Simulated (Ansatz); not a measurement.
Ansatz (a first-principles code) input (B3LYP/6-31G*):

Ansatz 0.2 input:
```yaml
crystal:
  periodic: [false, false, false]
  atoms:
    - {symbol: N, position_ang: [-0.81356066, 0.29827599, 1.54930888]}
    - {symbol: Si, position_ang: [-0.01684502, -0.01321150, 0.01814666]}
    - {symbol: N, position_ang: [1.64533768, -0.03348823, 0.42445243]}
    - {symbol: O, position_ang: [-0.41402878, -1.41353532, -0.77510778]}
    - {symbol: O, position_ang: [-0.46651746, 1.18572438, -1.04681218]}
    - {symbol: H, position_ang: [-1.73807568, -0.13989449, 1.63468377]}
    - {symbol: H, position_ang: [2.29968029, -0.61905849, -0.07739610]}
    - {symbol: H, position_ang: [1.92911702, 0.13998144, 1.37953543]}
    - {symbol: H, position_ang: [-0.97488467, -1.27385056, -1.55174748]}
    - {symbol: H, position_ang: [-0.05807612, 2.04675640, -0.88009832]}
basis:
  gaussian:
    orbitals: 6-31G*
hamiltonian:
  xc: {name: B3LYP}
magnetization: {spin_polarized: true, initial_magnetization: 1}
phonons: {temperatures: {t_min: 298.15, t_max: 298.15, t_step: 100}}
```

Output:

```
Functional definition: B3LYP
integrals: 0.04 GiB planned
937 factors; integrals over basis functions are off by at most 4.0e-4 eV
mean field: 0.55 GiB planned
mean field evaluation 1: about -15021.3675 eV, gradient 6.1e1 eV
mean field evaluation 2: about -15008.6881 eV, gradient 8.3e1 eV
mean field evaluation 4: about -15034.7311 eV, gradient 2.9e0 eV
mean field evaluation 8: about -15034.7847 eV, gradient 1.6e-1 eV
mean field evaluation 16: about -15034.7849 eV, gradient 2.1e-3 eV
mean field -15034.78489851 eV, -552.5181540768 hartree, gradient 4.6e-5 eV, S^2 0.753302; 2 other end points of the search recorded, 0 dependent functions left out
the calculation of the forces begins
reference -15034.78512179 eV, -552.5181622824 hartree; 25, 24 occupied and 64, 65 virtual orbitals, 937 factors
these checks for a lower state are left out or cut short: stability, starts, cluster_reference, orbital_swaps, neighbouring_geometries, increment
integrals: 0.04 GiB planned
937 factors; integrals over basis functions are off by at most 4.0e-4 eV
mean field: 0.55 GiB planned
mean field evaluation 32: about -15034.7848 eV, gradient 1.4e-6 eV
mean field -15034.78476949 eV, -552.5181493355 hartree, gradient 1.4e-6 eV, S^2 0.753310; 0 other end points of the search recorded, 0 dependent functions left out
the calculation of the forces begins
reference -15034.78499274 eV, -552.5181575398 hartree; 25, 24 occupied and 64, 65 virtual orbitals, 937 factors
these checks for a lower state are left out or cut short: stability, starts, cluster_reference, orbital_swaps, neighbouring_geometries, increment
integrals: 0.04 GiB planned
937 factors; integrals over basis functions are off by at most 4.0e-4 eV
mean field: 0.55 GiB planned
mean field -15034.78477212 eV, -552.5181494322 hartree, gradient 1.7e-6 eV, S^2 0.753293; 0 other end points of the search recorded, 0 dependent functions left out
the calculation of the forces begins
reference -15034.78499544 eV, -552.5181576391 hartree; 25, 24 occupied and 64, 65 virtual orbitals, 937 factors
these checks for a lower state are left out or cut short: stability, starts, cluster_reference, orbital_swaps, neighbouring_geometries, increment
integrals: 0.04 GiB planned
937 factors; integrals over basis functions are off by at most 4.0e-4 eV
mean field: 0.55 GiB planned
mean field -15034.78486816 eV, -552.5181529616 hartree, gradient 2.6e-6 eV, S^2 0.753303; 0 other end points of the search recorded, 0 dependent functions left out
the calculation of the forces begins
reference -15034.78509143 eV, -552.5181611669 hartree; 25, 24 occupied and 64, 65 virtual orbitals, 937 factors
these checks for a lower state are left out or cut short: stability, starts, cluster_reference, orbital_swaps, neighbouring_geometries, increment
integrals: 0.04 GiB planned
937 factors; integrals over basis functions are off by at most 4.0e-4 eV
mean field: 0.55 GiB planned
mean field -15034.78486433 eV, -552.5181528211 hartree, gradient 1.9e-6 eV, S^2 0.753300; 0 other end points of the search recorded, 0 dependent functions left out
the calculation of the forces begins
reference -15034.78508763 eV, -552.5181610270 hartree; 25, 24 occupied and 64, 65 virtual orbitals, 937 factors
these checks for a lower state are left out or cut short: stability, starts, cluster_reference, orbital_swaps, neighbouring_geometries, increment
integrals: 0.04 GiB planned
937 factors; integrals over basis functions are off by at most 4.0e-4 eV
mean field: 0.55 GiB planned
mean field -15034.78484144 eV, -552.5181519797 hartree, gradient 1.7e-6 eV, S^2 0.753299; 0 other end points of the search recorded, 0 dependent functions left out
the calculation of the forces begins
reference -15034.78506474 eV, -552.5181601858 hartree; 25, 24 occupied and 64, 65 virtual orbitals, 937 factors
these checks for a lower state are left out or cut short: stability, starts, cluster_reference, orbital_swaps, neighbouring_geometries, increment
integrals: 0.04 GiB planned
937 factors; integrals over basis functions are off by at most 4.0e-4 eV
mean field: 0.55 GiB planned
mean field -15034.78484381 eV, -552.5181520668 hartree, gradient 1.3e-6 eV, S^2 0.753304; 0 other end points of the search recorded, 0 dependent functions left out
the calculation of the forces begins
reference -15034.78506708 eV, -552.5181602719 hartree; 25, 24 occupied and 64, 65 virtual orbitals, 937 factors
these checks for a lower state are left out or cut short: stability, starts, cluster_reference, orbital_swaps, neighbouring_geometries, increment
integrals: 0.04 GiB planned
937 factors; integrals over basis functions are off by at most 4.0e-4 eV
mean field: 0.55 GiB planned
mean field evaluation 64: about -15034.7847 eV, gradient 1.1e-1 eV
[...]
these checks for a lower state are left out or cut short: stability, starts, cluster_reference, orbital_swaps, neighbouring_geometries, increment
integrals: 0.04 GiB planned
937 factors; integrals over basis functions are off by at most 4.0e-4 eV
mean field: 0.55 GiB planned
mean field evaluation 320: about -15034.7848 eV, gradient 2.9e-6 eV
mean field -15034.78484580 eV, -552.5181521401 hartree, gradient 2.9e-6 eV, S^2 0.753302; 0 other end points of the search recorded, 0 dependent functions left out
the calculation of the forces begins
reference -15034.78506908 eV, -552.5181603454 hartree; 25, 24 occupied and 64, 65 virtual orbitals, 937 factors
these checks for a lower state are left out or cut short: stability, starts, cluster_reference, orbital_swaps, neighbouring_geometries, increment
integrals: 0.04 GiB planned
937 factors; integrals over basis functions are off by at most 4.0e-4 eV
mean field: 0.55 GiB planned
mean field -15034.78484408 eV, -552.5181520767 hartree, gradient 2.8e-6 eV, S^2 0.753302; 0 other end points of the search recorded, 0 dependent functions left out
the calculation of the forces begins
reference -15034.78506737 eV, -552.5181602825 hartree; 25, 24 occupied and 64, 65 virtual orbitals, 937 factors
these checks for a lower state are left out or cut short: stability, starts, cluster_reference, orbital_swaps, neighbouring_geometries, increment
integrals: 0.04 GiB planned
937 factors; integrals over basis functions are off by at most 4.0e-4 eV
mean field: 0.55 GiB planned
mean field -15034.78488869 eV, -552.5181537162 hartree, gradient 2.6e-6 eV, S^2 0.753302; 0 other end points of the search recorded, 0 dependent functions left out
the calculation of the forces begins
reference -15034.78511196 eV, -552.5181619213 hartree; 25, 24 occupied and 64, 65 virtual orbitals, 937 factors
these checks for a lower state are left out or cut short: stability, starts, cluster_reference, orbital_swaps, neighbouring_geometries, increment
integrals: 0.04 GiB planned
937 factors; integrals over basis functions are off by at most 4.0e-4 eV
mean field: 0.55 GiB planned
mean field -15034.78488824 eV, -552.5181536997 hartree, gradient 2.5e-6 eV, S^2 0.753302; 0 other end points of the search recorded, 0 dependent functions left out
the calculation of the forces begins
reference -15034.78511154 eV, -552.5181619057 hartree; 25, 24 occupied and 64, 65 virtual orbitals, 937 factors
these checks for a lower state are left out or cut short: stability, starts, cluster_reference, orbital_swaps, neighbouring_geometries, increment
integrals: 0.04 GiB planned
937 factors; integrals over basis functions are off by at most 4.0e-4 eV
mean field: 0.55 GiB planned
mean field -15034.78479489 eV, -552.5181502692 hartree, gradient 2.9e-6 eV, S^2 0.753301; 0 other end points of the search recorded, 0 dependent functions left out
the calculation of the forces begins
reference -15034.78501816 eV, -552.5181584741 hartree; 25, 24 occupied and 64, 65 virtual orbitals, 937 factors
these checks for a lower state are left out or cut short: stability, starts, cluster_reference, orbital_swaps, neighbouring_geometries, increment
integrals: 0.04 GiB planned
937 factors; integrals over basis functions are off by at most 4.0e-4 eV
mean field: 0.55 GiB planned
mean field -15034.78479565 eV, -552.5181502968 hartree, gradient 2.2e-6 eV, S^2 0.753302; 0 other end points of the search recorded, 0 dependent functions left out
the calculation of the forces begins
reference -15034.78501895 eV, -552.5181585031 hartree; 25, 24 occupied and 64, 65 virtual orbitals, 937 factors
these checks for a lower state are left out or cut short: stability, starts, cluster_reference, orbital_swaps, neighbouring_geometries, increment
integrals: 0.04 GiB planned
937 factors; integrals over basis functions are off by at most 4.0e-4 eV
mean field: 0.55 GiB planned
mean field evaluation 352: about -15034.7848 eV, gradient 6.3e-2 eV
mean field -15034.78487057 eV, -552.5181530502 hartree, gradient 1.3e-6 eV, S^2 0.753301; 0 other end points of the search recorded, 0 dependent functions left out
the calculation of the forces begins
reference -15034.78509385 eV, -552.5181612558 hartree; 25, 24 occupied and 64, 65 virtual orbitals, 937 factors
these checks for a lower state are left out or cut short: stability, starts, cluster_reference, orbital_swaps, neighbouring_geometries, increment
integrals: 0.04 GiB planned
937 factors; integrals over basis functions are off by at most 4.0e-4 eV
mean field: 0.55 GiB planned
mean field -15034.78486912 eV, -552.5181529968 hartree, gradient 1.5e-6 eV, S^2 0.753302; 0 other end points of the search recorded, 0 dependent functions left out
the calculation of the forces begins
reference -15034.78509240 eV, -552.5181612024 hartree; 25, 24 occupied and 64, 65 virtual orbitals, 937 factors
these checks for a lower state are left out or cut short: stability, starts, cluster_reference, orbital_swaps, neighbouring_geometries, increment
integrals: 0.04 GiB planned
937 factors; integrals over basis functions are off by at most 4.0e-4 eV
mean field: 0.55 GiB planned
mean field -15034.78477049 eV, -552.5181493722 hartree, gradient 2.9e-6 eV, S^2 0.753302; 0 other end points of the search recorded, 0 dependent functions left out
the calculation of the forces begins
reference -15034.78499379 eV, -552.5181575784 hartree; 25, 24 occupied and 64, 65 virtual orbitals, 937 factors
these checks for a lower state are left out or cut short: stability, starts, cluster_reference, orbital_swaps, neighbouring_geometries, increment
integrals: 0.04 GiB planned
937 factors; integrals over basis functions are off by at most 4.0e-4 eV
mean field: 0.55 GiB planned
mean field -15034.78476777 eV, -552.5181492723 hartree, gradient 1.7e-6 eV, S^2 0.753301; 0 other end points of the search recorded, 0 dependent functions left out
the calculation of the forces begins
reference -15034.78499103 eV, -552.5181574772 hartree; 25, 24 occupied and 64, 65 virtual orbitals, 937 factors
these checks for a lower state are left out or cut short: stability, starts, cluster_reference, orbital_swaps, neighbouring_geometries, increment
integrals: 0.04 GiB planned
937 factors; integrals over basis functions are off by at most 4.0e-4 eV
mean field: 0.55 GiB planned
mean field -15034.78488952 eV, -552.5181537467 hartree, gradient 2.3e-6 eV, S^2 0.753302; 0 other end points of the search recorded, 0 dependent functions left out
the calculation of the forces begins
reference -15034.78511280 eV, -552.5181619520 hartree; 25, 24 occupied and 64, 65 virtual orbitals, 937 factors
these checks for a lower state are left out or cut short: stability, starts, cluster_reference, orbital_swaps, neighbouring_geometries, increment
integrals: 0.04 GiB planned
937 factors; integrals over basis functions are off by at most 4.0e-4 eV
mean field: 0.55 GiB planned
mean field evaluation 384: about -15034.7849 eV, gradient 4.2e-5 eV
mean field -15034.78488967 eV, -552.5181537521 hartree, gradient 2.3e-6 eV, S^2 0.753301; 0 other end points of the search recorded, 0 dependent functions left out
the calculation of the forces begins
reference -15034.78511296 eV, -552.5181619579 hartree; 25, 24 occupied and 64, 65 virtual orbitals, 937 factors
Total energy: -15034.78512179 eV, -552.5181622824 hartree
Atom 0 at    -0.813561     0.298276     1.549309 Å, force    -0.000712     0.000786    -0.000564 eV/Å
Atom 1 at    -0.016845    -0.013211     0.018147 Å, force    -0.001258     0.000074     0.001195 eV/Å
Atom 2 at     1.645338    -0.033488     0.424452 Å, force     0.001502    -0.000615    -0.000067 eV/Å
Atom 3 at    -0.414029    -1.413535    -0.775108 Å, force     0.000421    -0.000252    -0.000338 eV/Å
Atom 4 at    -0.466517     1.185724    -1.046812 Å, force    -0.000493    -0.000146    -0.000168 eV/Å
Atom 5 at    -1.738076    -0.139894     1.634684 Å, force     0.000129    -0.000210     0.000432 eV/Å
Atom 6 at     2.299680    -0.619058    -0.077396 Å, force    -0.000038     0.000205    -0.000259 eV/Å
Atom 7 at     1.929117     0.139981     1.379535 Å, force    -0.000225    -0.000257    -0.000223 eV/Å
Atom 8 at    -0.974885    -1.273851    -1.551747 Å, force     0.000357     0.000110    -0.000002 eV/Å
Atom 9 at    -0.058076     2.046756    -0.880098 Å, force     0.000316     0.000306    -0.000007 eV/Å
Dipole moment:     0.110767     0.048208    -0.106864 e Å
Vibrations: 90.28 191.11 200.98 254.83 286.34 315.10 341.08 362.96 367.46 414.60 707.65 772.87 831.19 847.17 871.09 891.35 945.45 990.84 1609.71 3453.18 3587.35 3686.36 3799.09 3810.57 cm⁻¹, zero-point energy 1.836739 eV
```

The blocks after the first are displaced geometries, from whose forces the wavenumbers follow.
